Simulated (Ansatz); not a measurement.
One change: `C[SiH2][S][Ti]([Cl])([Cl])[Cl]` becomes `[Cl][Ti]([Cl])([Cl])[Br]`.

Ansatz, PBE0-D4/def2-TZVP geometries, multiplicity 1. Each molecule was computed in one conformer, which needn't be the lowest.

Scalar relativity is left out up to krypton.

| property | `C[SiH2][S][Ti]([Cl])([Cl])[Cl]` |
| --- | --- |
| HOMO–LUMO gap (ωB97M-V/def2-TZVPP) / eV | 8.85 |
| HOMO–LUMO gap (B3LYP/def2-TZVPP) / eV | 4.21 |
| HOMO energy (PBE0/def2-TZVPP) / eV | -8.09 |
| HOMO–LUMO gap (PBE0/def2-TZVPP) / eV | 4.65 |
| LUMO energy (ωB97M-V/def2-TZVPP) / eV | -1.33 |
| HOMO energy (ωB97M-V/def2-TZVPP) / eV | -10.18 |

(1) Give the same properties after the change, and the shifts. (An estimate is asked.)

Results:

(1) Ansatz gave: 
| property | `[Cl][Ti]([Cl])([Cl])[Br]` | shift |
| --- | --- | --- |
| HOMO–LUMO gap (ωB97M-V/def2-TZVPP) / eV | 9.67 | 0.82 |
| HOMO–LUMO gap (B3LYP/def2-TZVPP) / eV | 4.96 | 0.75 |
| HOMO energy (PBE0/def2-TZVPP) / eV | -9.17 | -1.08 |
| HOMO–LUMO gap (PBE0/def2-TZVPP) / eV | 5.44 | 0.79 |
| LUMO energy (ωB97M-V/def2-TZVPP) / eV | -1.63 | -0.30 |
| HOMO energy (ωB97M-V/def2-TZVPP) / eV | -11.30 | -1.12 |

With PBE0 the HOMO falls by 1.08 eV and the LUMO falls by 0.29 eV, so the gap widens by about 0.79 eV. PBE moves the HOMO by -0.97 eV and ωB97M-V by -1.12 eV. The zero-point energy changes by -146.0 kJ/mol with -21 modes.

B3LYP here is the variant with VWN-RPA as its local correlation; programs differ in this.

Spin–orbit coupling is left out; it splits and shifts lone-pair levels of the heavy atoms by tenths of an eV.
